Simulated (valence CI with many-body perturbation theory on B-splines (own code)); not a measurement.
## Level structure of Tb33+

Level of theory: valence CI with perturbative core correlation (CI+MBPT): four valence electrons over a frozen Dirac-Fock core [Ar] 3d10, radial functions for each j: 11 s, 11 p, 10 d, 8 f, 5 g, 2 h, with the one-electron correlation potential Σ1 (screened to all orders), the two-electron term Σ2, the three-electron term Σ3, Breit, model QED; selected single and double excitations, second order for the rest, scaled by the run's own slope (own B-spline code, finite nucleus).

No measured spectrum was set against this ion. As an estimate, large intervals hold to a few tenths of a per cent, small ones and those within an open d or f shell to about a per cent. Among the levels kept, up to 400 cm⁻¹ of a level comes from second order outside the variational space, and about a tenth of that is noise between levels of different J, which matters for small intervals.

Levels 91 to 135 of 187, with energies above the lowest level, (4s^2 4p1/2^2) J=0. "Leading %" is the weight of the configuration and term that name the level; weights of strongly mixed levels are sums over their largest components and can fall short. In the jj column 3d3/2^4 stands for four electrons in 3d with j = 3/2. Lifetimes count E1, E2, E3, M1 and M2 decay at the calculated energies, and are blank where another channel may lead or the interval is too uncertain; long ones can be off by a factor of two.

```csv
No.,Configuration,Term,J,E (eV),Leading %,Lifetime,Second component,Leading jj
91,4s 4p2 4d,1D,2,363.37,47,3.23 ps,10 % 4s2 4d2 3P,4s 4p3/2^2 4d5/2 (66 %)
92,4s2 4d2,3F,3,363.91,29,1.79 ps,21 % 4s2 4p 4f 3D,4s^2 4p3/2 4f7/2 (31 %)
93,4s2 4d2,1G,4,365.36,29,4.87 ps,23 % 4s2 4p 4f 1G,4s^2 4p3/2 4f7/2 (25 %)
94,4s2 4d2,3P,1,366.69,61,1.04 ps,17 % 4s 4p2 4d 3P,4s^2 4d3/2 4d5/2 (61 %)
95,4s 4p2 4d,1D,2,368.21,29,1.16 ps,28 % 4s2 4d2 3P,4s^2 4d3/2 4d5/2 (39 %)
96,4s2 4d2,3F,4,368.87,50,1.71 ps,15 % 4s 4p2 4d 3F,4s^2 4d5/2^2 (37 %)
97,4p3 4d,3F°,2,371.16,34,7.78 ps,17 % 4p3 4d 3D°,4p1/2^2 4p3/2 4d3/2 (88 %)
98,4s 4p2 4d,3P,2,372.73,17,1.18 ps,17 % 4s2 4p 4f 1D,4s 4p3/2^2 4d5/2 (39 %)
99,4p3 4d,3F°,3,372.93,24,8.50 ps,19 % 4p3 4d 3G°,4p1/2^2 4p3/2 4d3/2 (82 %)
100,4s2 4p 4f,3G,5,373.11,94,2.96 ps,4 % 4s 4p2 4d 3G,4s^2 4p3/2 4f7/2 (94 %)
101,4s2 4d2,3P,1,373.64,20,1.16 ps,19 % 4s 4p2 4d 3P,4s 4p3/2^2 4d5/2 (48 %)
102,4p3 4d,3P°,0,374.02,52,6.22 ps,30 % 4p3 4d 5D°,4p1/2^2 4p3/2 4d3/2 (92 %)
103,4p3 4d,5D°,1,375.84,31,4.47 ps,27 % 4p3 4d 3P°,4p1/2^2 4p3/2 4d3/2 (91 %)
104,4p4,3P,0,376.89,20,1.01 ps,18 % 4s 4p2 4d 3P,4p3/2^4 (32 %)
105,4s2 4p 4f,3F,3,377.44,25,1.05 ps,22 % 4s2 4p 4f 1F,4s^2 4p3/2 4f5/2 (58 %)
106,4s2 4p 4f,3F,4,377.97,30,1.21 ps,24 % 4s2 4p 4f 3G,4s^2 4p3/2 4f5/2 (37 %)
107,4s2 4d2,3P,2,379.16,35,1.23 ps,19 % 4s2 4d2 1D,4s^2 4d5/2^2 (49 %)
108,4s2 4p 4f,3D,1,380.44,61,1.42 ps,24 % 4s 4p2 4d 3D,4s^2 4p3/2 4f5/2 (61 %)
109,4s2 4p 4f,3D,2,381.22,45,1.39 ps,13 % 4s 4p2 4d 3D,4s^2 4p3/2 4f5/2 (32 %)
110,4p3 4d,3F°,4,382.46,41,8.21 ps,28 % 4p3 4d 5D°,4p1/2^2 4p3/2 4d5/2 (89 %)
111,4s2 4p 4f,3D,3,382.79,23,1.19 ps,14 % 4s2 4p 4f 3F,4s^2 4p3/2 4f7/2 (48 %)
112,4p3 4d,3D°,2,386.01,36,4.04 ps,20 % 4p3 4d 3P°,4p1/2^2 4p3/2 4d5/2 (84 %)
113,4p3 4d,3D°,3,387.57,18,4.19 ps,18 % 4p3 4d 3F°,4p1/2^2 4p3/2 4d5/2 (64 %)
114,4s2 4d2,1S,0,388.65,55,1.10 ps,16 % 4s 4p2 4d 1S,4s^2 4d5/2^2 (59 %)
115,4s2 4p 4f,1G,4,388.76,41,1.11 ps,34 % 4s2 4d2 1G,4s^2 4p3/2 4f7/2 (29 %)
116,4s2 4p 4f,1D,2,390.70,35,1.16 ps,18 % 4s 4p2 4d 1D,4s^2 4p3/2 4f7/2 (37 %)
117,4s 4p2 4f,5G°,2,391.90,38,7.86 ps,19 % 4s 4p2 4f 3F°,4s 4p1/2^2 4f5/2 (75 %)
118,4s 4p2 4f,5G°,3,394.16,26,6.02 ps,21 % 4s 4p2 4f 3F°,4s 4p1/2^2 4f5/2 (48 %)
119,4p3 4d,3D°,1,396.84,43,3.41 ps,15 % 4p3 4d 1P°,4p1/2^2 4p3/2 4d5/2 (84 %)
120,4s 4p2 4f,3F°,4,396.90,27,6.20 ps,22 % 4s 4p2 4f 5D°,4s 4p1/2^2 4f7/2 (84 %)
121,4s 4p 4d2,5G°,2,405.90,48,2.65 ps,15 % 4s 4p 4d2 3F°,4s 4p1/2 4d3/2^2 (66 %)
122,4s 4p2 4f,3G°,3,406.23,14,4.98 ps,14 % 4p3 4d 3G°,4s 4p1/2^2 4f7/2 (37 %)
123,4s 4p 4d2,5G°,3,410.18,26,2.73 ps,14 % 4p3 4d 3F°,4s 4p1/2 4d3/2^2 (32 %)
124,4p3 4d,5D°,0,410.89,41,4.02 ps,28 % 4p3 4d 1S°,4p1/2 4p3/2^2 4d3/2 (65 %)
125,4p3 4d,3F°,2,411.03,23,6.70 ps,20 % 4p3 4d 5D°,4p1/2 4p3/2^2 4d3/2 (60 %)
126,4p3 4d,3D°,1,411.33,45,5.30 ps,31 % 4p3 4d 5D°,4p1/2 4p3/2^2 4d3/2 (74 %)
127,4s 4p 4d2,5G°,3,412.41,32,8.12 ps,13 % 4p3 4d 3F°,4s 4p1/2 4d3/2 4d5/2 (41 %)
128,4p3 4d,3G°,4,413.44,32,11.0 ps,22 % 4p3 4d 1G°,4p1/2 4p3/2^2 4d3/2 (60 %)
129,4s 4p 4d2,5G°,4,416.67,34,10.5 ps,18 % 4p3 4d 3F°,4s 4p1/2 4d3/2 4d5/2 (60 %)
130,4s 4p 4d2,5D°,0,417.64,73,2.52 ps,14 % 4s 4p 4d2 3P°,4s 4p1/2 4d3/2^2 (55 %)
131,4p3 4d,5D°,3,419.28,29,3.70 ps,16 % 4p3 4d 3D°,4p1/2 4p3/2^2 4d5/2 (46 %)
132,4s 4p 4d2,5D°,1,419.32,56,2.41 ps,14 % 4s 4p 4d2 5F°,4s 4p1/2 4d3/2 4d5/2 (50 %)
133,4p3 4d,3G°,5,419.47,31,20.3 ps,20 % 4s 4p 4d2 3G°,4s 4p1/2 4d3/2 4d5/2 (50 %)
134,4s 4p 4d2,5D°,2,419.79,26,2.07 ps,22 % 4s 4p 4d2 5F°,4s 4p1/2 4d3/2 4d5/2 (56 %)
135,4s 4p 4d2,5P°,1,420.55,16,1.58 ps,15 % 4s 4p 4d2 5F°,4s 4p1/2 4d3/2^2 (61 %)
```

Where two levels of one J and parity lie close, their mixing, g and order are uncertain.
